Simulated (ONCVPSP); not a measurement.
**Zn (Z = 30): excitation energies, all-electron against ONCV**

| Item | Value |
| --- | --- |
| Element | Zn (Z = 30) |
| Generator | ONCVPSP 4.0.1 |
| Type | optimised norm-conserving Vanderbilt (ONCV) |
| Functional | PBE |
| Relativity | non-relativistic |
| Frozen core | [Ar] 3d10 |
| Valence charge | 2 |
| Reference configuration | 4s1.5 4p0.5 |
| Partial waves | 4s: rc 1.75 bohr, ncon 4, nbas 8, qcut 3.9 1/bohr, 2 projectors, debl 2 Ha; 4p: rc 3.40 bohr, ncon 4, nbas 7, qcut 2.3 1/bohr, 2 projectors, debl 2.8 Ha; d scattering state at 0.04 Ha: rc 2.90 bohr, ncon 4, nbas 8, qcut 3.9 1/bohr, 1 projector |
| Local potential | polynomial inside 1.40 bohr (lpopt 1, dvloc0 -1 Ha) |
| Core correction | polynomial model core, fcfact 0.25 |

Energies are relative to the spin-unpolarised reference configuration 4s1.5 4p0.5; without spin polarisation the order of configurations can differ from experiment.

| valence configuration | charge | ΔE all-electron (eV) | error AE − PS (meV) |
| --- | --- | --- | --- |
| 4s1 4p0 | +1 | 7.284 | -50 |
| 4s1.5 4p0 | +0.5 | 1.464 | -3.8 |
| 4s1 4p1 | 0 | 2.487 | -3.1 |

(1) What are ΔE and the potential's error for 4s2 4p0?

Note: no bound ghost flagged; GHOST(+) flagged for s at 81.3 eV.

Answers

(1) ΔE = -2.384 eV all-electron; the error (AE − PS) is -4.6 meV.
